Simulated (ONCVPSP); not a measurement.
**Ir: one change to an ONCV potential, before and after**

iridium, optimised norm-conserving Vanderbilt (ONCV), made with ONCVPSP 4.0.1 (PBEsol, scalar-relativistic). Core [Kr] 4d10 4f14, reference 5s2 5p6 5d7 6s2. Waves: 5s+6s: rc 1.85 bohr, ncon 4, nbas 7, qcut 5 1/bohr, 2 projectors; 5p: rc 1.85 bohr, ncon 3, nbas 7, qcut 5.8 1/bohr, 1 projector; 5d: rc 1.85 bohr, ncon 3, nbas 8, qcut 9.5 1/bohr, local; f scattering state at 0.32 Ha: rc 2.30 bohr, ncon 5, nbas 10, qcut 5.3 1/bohr, 1 projector. Local part: the d channel. Core correction: polynomial model core, fcfact 0.15.

Change: d: nproj 1; local potential polynomial inside 1.80 bohr (lpopt 1, dvloc0 4 Ha).

Cutoffs: the cutoffs (Ha) at which the residual kinetic energy of the hardest occupied pseudo-wave falls to 1 and 0.1 mHa per electron; they do not see the model core or the augmentation charge, which bear on the density cutoff. Errors are all-electron minus pseudo energies relative to the spin-unpolarised reference configuration.

Question: How do hardness, ghosts and transferability respond?

Answer: The potential gets neither clearly harder nor softer (19 Ha and 40 Ha → 19 Ha and 40 Ha); of the 4 tests that both files solve, the error grows in 2 and shrinks in 0 by more than 15 % and 0.3 meV (median size 27.0 → 34.0 meV); the range in which the s phases agree narrows (upper end at the end of the scan → 2.8); neither file shows a bound ghost.

```csv
quantity,base,changed
"cutoff, loose",19 Ha,19 Ha
"cutoff, tight",40 Ha,40 Ha
bound ghosts,none,none
GHOST(+) flags under 300 eV,none,none
"error for 5s2 5p6 5d7 6s1, meV [ΔE 9.93 eV]",-6.6,-6.4
"error for 5s2 5p6 5d7 6s0, meV [ΔE 27.43 eV]",-27,-27
"error for 5s2 5p6 5d6 6s0, meV [ΔE 58.00 eV]",-27,-41
"error for 5s2 5p6 5d7 6s1 6p1, meV [ΔE 5.39 eV]",-45,-99
s: phases at 1.88 bohr within 0.05 rad from the reference energy up to (Ha; the scan ends near 5),to the end of the scan,2.8
p: phases at 1.88 bohr within 0.05 rad from the reference energy up to (Ha; the scan ends near 5),0.7,0.2
d: phases at 1.88 bohr within 0.05 rad from the reference energy up to (Ha; the scan ends near 5),2.4,2.2
f: phases at 2.33 bohr within 0.05 rad from the reference energy up to (Ha; the scan ends near 5),n/a,n/a
"rms error of d²Exc/dni dnj with the model core, mHa",0.84,0.83
```
